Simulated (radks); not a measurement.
Q: Species: La20+. Configuration: [Kr] 4d1. All-electron calculation, Dirac Kohn-Sham, LB94 model potential, spin-unpolarised, spherical densities, finite nucleus; open shells fill j = l - 1/2 first; Fermi nuclear charge, rms radius 4.855 fm. Program: a radial shooting solver on a logarithmic mesh with Libxc functionals. Some entries of the table are withheld. Estimate them.

| orbital | occ. | eigenvalue (Ry) | <1/r> (bohr^-1) |
|---|---|---|---|
| 1s1/2 | 2 | -2898.032 | 62.07 |
| 2s1/2 | 2 | (1) | 14.62 |
| 2p1/2 | 2 | -470.7708 | 14.62 |
| 2p3/2 | 4 | -440.0703 | 13.29 |
| 3s1/2 | 2 | (2) | 5.285 |
| 3p1/2 | 2 | (3) | 5.211 |
| 3p3/2 | 4 | (4) | 4.881 |
| 3d3/2 | 4 | -100.8343 | 4.761 |
| 3d5/2 | 6 | -99.51664 | 4.676 |
| 4s1/2 | 2 | (5) | 2.353 |
| 4p1/2 | 2 | -50.19952 | 2.282 |
| 4p3/2 | 4 | -48.61913 | 2.175 |
| 4d3/2 | 1 | -41.71035 | (6) |
| 4d5/2 | 0 | -41.38953 | (7) |
| 5s1/2 | 0 | -29.41783 | 1.305 |
| 5p1/2 | 0 | -27.59924 | 1.268 |
| 5p3/2 | 0 | -26.96737 | 1.226 |

A: 
(1) 2s1/2 eigenvalue (Ry): -496.0921
(2) 3s1/2 eigenvalue (Ry): -136.4350
(3) 3p1/2 eigenvalue (Ry): -125.6736
(4) 3p3/2 eigenvalue (Ry): -119.6207
(5) 4s1/2 eigenvalue (Ry): -54.34850
(6) 4d3/2 <1/r> (bohr^-1): 2.043
(7) 4d5/2 <1/r> (bohr^-1): 2.018
